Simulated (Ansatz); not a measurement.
Cartesian coordinates (Å):
```xyz
7

C     -0.9325    -0.0284     0.1532
O     -0.2592    -0.4228    -1.1199
Si     0.8673     0.0767    -0.0017
H     -1.4208    -0.8666     0.6418
H     -1.5729     0.8406     0.0325
H      1.5563     1.3530    -0.2643
H      1.7617    -0.9525     0.5585
```
Charge 0, multiplicity 1.

Method: frozen-core CCSD(T)/cc-pVTZ // B3LYP-D3(BJ)/def2-TZVP (Ansatz, a program for electronic structure).

- HF energy = -404.01312 Ha
- MP2 correlation energy = -0.52921 Ha

Task: Estimate the CCSD correlation energy, the (T) correction, the total energy and the T1 diagnostic.

Result: 
The CCSD correlation energy is -0.55360 Ha, the (T) correction is -0.02252 Ha and the CCSD(T) total energy comes out as -404.58924 Ha. The T1 diagnostic is 0.014.
